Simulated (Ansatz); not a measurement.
```xyz
3

Al    0.404    0.562   -0.172
Br   -1.764   -0.086   -0.414
H     1.360   -0.476    0.586
```

Charge 0, multiplicity 2.

Q: List the PBE0/def2-TZVPP orbital energies in eV (the Gaussian-basis code of Ansatz). (An estimate is asked.)

A: Ansatz gave: α occupied: -13149.93, -1704.83, -1535.37, -1535.33, -1535.33, -1529.15, -238.66, -178.98, -178.87, -178.85, -114.92, -74.97, -74.90, -74.80, -72.48, -72.45, -72.43, -72.35, -72.35, -21.37, -11.90, -9.70, -8.79, -8.72, -6.09. α empty: -2.11, 0.11, 1.36, 2.79, 3.42, 3.75, 4.10, 4.21. β occupied: -13149.92, -1704.83, -1535.35, -1535.33, -1535.32, -1529.07, -238.65, -178.95, -178.87, -178.83, -114.80, -74.89, -74.76, -74.67, -72.46, -72.44, -72.41, -72.35, -72.34, -21.26, -11.42, -9.29, -8.76, -8.55. β empty: -2.76, -1.49, 0.50, 2.03, 2.99, 3.96, 4.39, 4.45. ⟨S²⟩ = 0.753.
